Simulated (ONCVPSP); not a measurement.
# N (Z = 7): variants of one ONCV potential

Base potential:

```
Element                 : N (Z = 7)
Generator               : ONCVPSP 4.0.1
Type                    : optimised norm-conserving Vanderbilt (ONCV)
Functional              : LDA (Perdew-Wang 92)
Relativity              : scalar-relativistic
Frozen core             : [He]
Valence charge          : 5
Reference configuration : 2s2 2p3
Partial waves           : 2s: rc 0.70 bohr, ncon 3, nbas 8, qcut 9.4 1/bohr, local; 2p: rc 2.45 bohr, ncon 4, nbas 9, qcut 5.3 1/bohr, 1 projector; d scattering state at 0.15 Ha: rc 2.65 bohr, ncon 4, nbas 9, qcut 3.5 1/bohr, 2 projectors, debl 2.5 Ha
Local potential         : the s channel
Core correction         : Teter function, fcfact 2.25, rcfact 1.45
```

Cutoffs, loose and tight: the cutoffs (Ha) at which the residual kinetic energy of the hardest occupied pseudo-wave falls to 1 and 0.1 mHa per electron. They do not see the model core or the augmentation charge, which bear on the density cutoff. Test errors are all-electron minus pseudo excitation energies from the reference, over the configurations 2s2 2p2; 2s2 2p1; 2s2 2p0; 2s2 2p2.5. A dash means not determined; rows that change the core or the reference have their own tests.

A true bound ghost makes a file unfit for plane-wave use even where its test errors are small: the radial tests pick states by their node count and pass the ghost by.

| change | outcome | cutoff, loose | cutoff, tight | bound ghosts | GHOST(+) flags above zero | largest test error (meV) |
| --- | --- | --- | --- | --- | --- | --- |
| base | generated | 30 Ha | 261 Ha | d | none | +4109 |
| core correction Teter function, fcfact 2.25, rcfact 1.3 | generated | 30 Ha | 261 Ha | d | none | +4109 |
| functional LDA (Perdew-Zunger) | generated | 30 Ha | 261 Ha | d | none | +4109 |
| p: qcut 7 | generated | 30 Ha | 261 Ha | d | none | +2748 |
| s: rc 0.96 | generated | 30 Ha | 38 Ha | d | none | +4109 |
| p: rc 2.02 | generated | 30 Ha | 261 Ha | d | none | +2776 |
| p: ncon 3, nbas 8 | generated | 30 Ha | 261 Ha | d | none | +4463 |
| core correction Teter function, fcfact 3.8, rcfact 1.45 | generated | 30 Ha | 261 Ha | d | none | +4109 |
| s: qcut 14.4 | generated | 70 Ha | 90 Ha | d | none | +4109 |
| core correction none | generated | 30 Ha | 261 Ha | d | none | +4136 |

Q: What comes out with this change to the base: reference 2s1 2p4?

A: outcome: generated; cutoff, loose: 30 Ha; cutoff, tight: 260 Ha; bound ghosts: d; GHOST(+) flags above zero: none; largest test error (meV): +1755.
